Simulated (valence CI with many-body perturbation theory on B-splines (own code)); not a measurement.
Br21+: calculated level list

Level of theory: configuration interaction combined with many-body perturbation theory (CI+MBPT): four valence electrons over a frozen Dirac-Fock core [Ne], a basis of 11 s, 11 p, 9 d, 7 f, 5 g, 2 h, 1 i functions for each j, with the one-electron correlation potential Σ1 (screened to all orders), the two-electron term Σ2, the three-electron term Σ3, Breit, model QED; selected single and double excitations, second order for the rest (own B-spline code, finite nucleus).

No measured spectrum was set against this ion. As an estimate, levels of excited configurations hold to 0.05 to 0.15 % of their energy, terms of the ground configuration to about 0.5 %.

Levels 46 to 71 of 71, with energies above the lowest level, 3s2.3p2 3P_0. "Leading %" is the weight of the configuration and term that name the level; weights of strongly mixed levels are sums over their largest components and can fall short. In the jj column 3d3/2^4 stands for four electrons in 3d with j = 3/2. Lifetimes count E1, E2, E3, M1 and M2 decay at the calculated energies, and are blank where another channel may lead or the interval is too uncertain; long ones can be off by a factor of two.

```csv
No.,Configuration,Term,J,E (cm⁻¹),Leading %,Lifetime,Leading jj
46,3s.3p2.3d,5P,1,1257300,90,9.84 ps,3s 3p1/2 3p3/2 3d3/2 (55 %)
47,3s.3p2.3d,3F,4,1260700,60,861 ps,3s 3p3/2^2 3d5/2 (75 %)
48,3s.3p2.3d,3P,2,1261700,50,11.4 ps,3s 3p1/2 3p3/2 3d5/2 (39 %)
49,3p4,1S,0,1278200,44,48.2 ps,3s 3p3/2^2 3d5/2 (48 %)
50,3s.3p2.3d,3P,1,1296600,41,10.9 ps,3s 3p1/2 3p3/2 3d5/2 (28 %)
51,3s.3p2.3d,3G,3,1312100,78,37.6 ps,3s 3p1/2 3p3/2 3d3/2 (84 %)
52,3s.3p2.3d,3F,2,1316400,41,17.7 ps,3s 3p1/2^2 3d3/2 (25 %)
53,3s.3p2.3d,3G,4,1327900,87,47.9 ps,3s 3p1/2 3p3/2 3d5/2 (42 %)
54,3s.3p2.3d,3D,3,1336000,66,16.5 ps,3s 3p1/2 3p3/2 3d5/2 (57 %)
55,3s.3p2.3d,3P,0,1338900,40,12.1 ps,3s 3p3/2^2 3d3/2 (32 %)
56,3s.3p2.3d,3D,1,1339300,64,16.8 ps,3s 3p3/2^2 3d3/2 (39 %)
57,3s.3p2.3d,1G,4,1344200,65,68.6 ps,3s 3p1/2 3p3/2 3d5/2 (62 %)
58,3s.3p2.3d,3G,5,1348100,93,68.8 ps,3s 3p3/2^2 3d5/2 (58 %)
59,3s.3p2.3d,1F,3,1352800,40,16.3 ps,3s 3p1/2 3p3/2 3d5/2 (54 %)
60,3s.3p2.3d,3D,2,1357800,52,10.7 ps,3s 3p3/2^2 3d3/2 (47 %)
61,3s.3p2.3d,3D,1,1374300,73,11.0 ps,3s 3p1/2 3p3/2 3d3/2 (70 %)
62,3s.3p2.3d,3F,3,1376400,44,10.3 ps,3s 3p1/2 3p3/2 3d5/2 (36 %)
63,3s.3p2.3d,3D,1,1376600,67,12.0 ps,3s 3p1/2 3p3/2 3d5/2 (50 %)
64,3s.3p2.3d,3P,0,1384800,78,11.7 ps,3s 3p1/2 3p3/2 3d5/2 (47 %)
65,3s.3p2.3d,3D,2,1386600,67,13.8 ps,3s 3p1/2 3p3/2 3d5/2 (44 %)
66,3s.3p2.3d,3P,1,1395900,58,12.6 ps,3s 3p1/2 3p3/2 3d5/2 (64 %)
67,3s.3p2.3d,3P,2,1410700,40,11.8 ps,3s 3p1/2 3p3/2 3d5/2 (30 %)
68,3s.3p2.3d,3F,4,1413100,72,10.3 ps,3s 3p3/2^2 3d3/2 (54 %)
69,3s.3p2.3d,3F,2,1419700,43,8.95 ps,3s 3p1/2 3p3/2 3d3/2 (41 %)
70,3s.3p2.3d,3F,3,1423300,42,11.3 ps,3s 3p1/2 3p3/2 3d5/2 (28 %)
71,3s.3p2.3d,3D,1,1425400,35,10.1 ps,3s 3p3/2^2 3d3/2 (41 %)
```

Names give the largest LS component (configuration and term), which can be under half, so a name can repeat, a term be missing and a line seem to break the LS rules; names also repeat where a configuration has a term twice.

Where two levels of one J and parity lie close, their mixing, g and order are uncertain.
